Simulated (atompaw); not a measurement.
## Ni (Z = 28): one change to a PAW (atompaw) potential, before and after

atompaw 4.2.0.5 input, output lines left out:

```
Ni 28
GGA-PBE scalarrelativistic loggrid 1500 logderivrange -3 5 201
4 4 3 0 0 0
4 0 1
4 1 0
3 2 8
0 0 0
c
c
c
v
c
c
v
v
2
2.55 2.05 2.55 2.40
y
2.1
n
y
0.05
n
y
0.4
n
custom polynom2 7 10 vanderbiltortho sinc
3 0 troulliermartins
2.55
2.55
2.55
2.55
1.60
1.60
```

Change: wave 4s channel at 2.1 Ry: rc 2.55 bohr becomes 4s channel at 2.1 Ry: rc 1.32 bohr.

Cutoffs: the cutoffs (Ry, on a coarse ladder) from which the occupation-weighted sum of valence levels, in a spherical-Bessel basis at the reference potential, stays within 10 and 1 mRy of its value at 400 Ry; they do not see the model core or the augmentation charge, which bear on the density cutoff.

**Question.** What does the change do?

**Answer.** The potential gets neither clearly harder nor softer (140 Ry and 300 Ry → 140 Ry and 300 Ry); a bound ghost appears in s, which as a rule spoils a file; the range in which the s phases agree widens (upper end 3.4 → at the end of the scan).

| quantity | base | changed |
| --- | --- | --- |
| cutoff, loose | 140 Ry | 140 Ry |
| cutoff, tight | 300 Ry | 300 Ry |
| bound ghosts | none | s |
| s: phases at 2.55 bohr within 0.05 rad from the reference energy up to (Ry; the scan ends near 5) | 3.4 | to the end of the scan |
| p: phases at 2.55 bohr within 0.05 rad from the reference energy up to (Ry; the scan ends near 5) | 3.8 | 3.8 |
| d: phases at 2.55 bohr within 0.05 rad from the reference energy up to (Ry; the scan ends near 5) | to the end of the scan | to the end of the scan |
| lowest overlap eigenvalue by channel | s 0.79, p 0.93, d 0.96 | s 0.12, p 0.93, d 0.96 |

 A true bound ghost makes a file unfit for plane-wave use even where its test errors are small: the radial tests pick states by their node count and pass the ghost by. The cutoffs see the waves, projectors and local potential, not the compensation charge or the core.
